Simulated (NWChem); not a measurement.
A series in which one site is exchanged, each optimised at PBE0/def2-SVP with NWChem, gas phase unless a solvent is named. All stand in one matching conformer (torsions within 35°), which need not be the lowest. For some, no frequency run checked for a minimum. def2 effective core potentials on Zr, Hf; no spin-orbit coupling.

A: [OH][HfH2][OH] (HfH₄O₂; site = Hf)
B: [OH][ZrH2][OH] (ZrH4O2; site = Zr)
C: [OH][TiH2][OH] (TiH4O2; site = Ti)
D: O[SiH2]O (SiH$_{4}$O$_{2}$; site = Si)

| quantity | A | B | C | D |
|---|---|---|---|---|
| dipole (D), PBE0/def2-SVP | ___ | 3.42 | 3.75 | 1.05 |
| orbital gap (eV), PBE0/def2-SVP | ___ | 6.30 | 6.21 | 9.99 |
| static polarisability, PBE0/def2-SVPD (bohr³) | ___ | 55.7 | 50.3 | 35.4 |
| lowest singlet excitation, PBE0/def2-SVPD, TDA (eV) | ___ | 4.38 | 3.60 | 7.65 |

Q: Some entries are withheld; supply them.

A: 
- dipole (D), PBE0/def2-SVP, A: 3.43
- orbital gap (eV), PBE0/def2-SVP, A: 6.56
- static polarisability, PBE0/def2-SVPD (bohr³), A: 53.9
- lowest singlet excitation, PBE0/def2-SVPD, TDA (eV), A: 4.71
